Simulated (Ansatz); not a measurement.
CH$_{4}$F$_{2}$NNb (`[CH3][Nb](=[NH])([F])[F]`) from Hartree–Fock to CCSD(T)

```xyz
9

C    -0.8107    0.8897    0.6048
Nb    0.1153   -0.8399   -0.2489
N     1.6154   -0.2034   -0.8460
F     0.4421   -2.0736    1.1211
F    -0.9423   -1.4338   -1.6753
H    -0.1852    1.3127    1.3958
H    -1.7833    0.6105    1.0273
H    -0.9594    1.6619   -0.1552
H     2.5081    0.0759   -1.2237
```

Charge 0, multiplicity 1. Correlated methods include outer-core shells of Nb, which these sets cover unevenly. Nb: def2 effective core potential. The structure was optimised at the PBE0-D4/def2-TZVP level. It is one conformer, not always the lowest. Frozen core, restricted reference, Ansatz.

```
     basis     HF (Eh)  MP2 corr.  CCSD corr.       (T)  CCSD(T) total
  def2-SVP  -349.78386   -1.03075    -1.02543  -0.03958     -350.84887
def2-TZVPP  -350.17008   -1.36683    -1.34929  -0.06376     -351.58313
def2-QZVPP  -350.18811   -1.48748           –         –              –
```
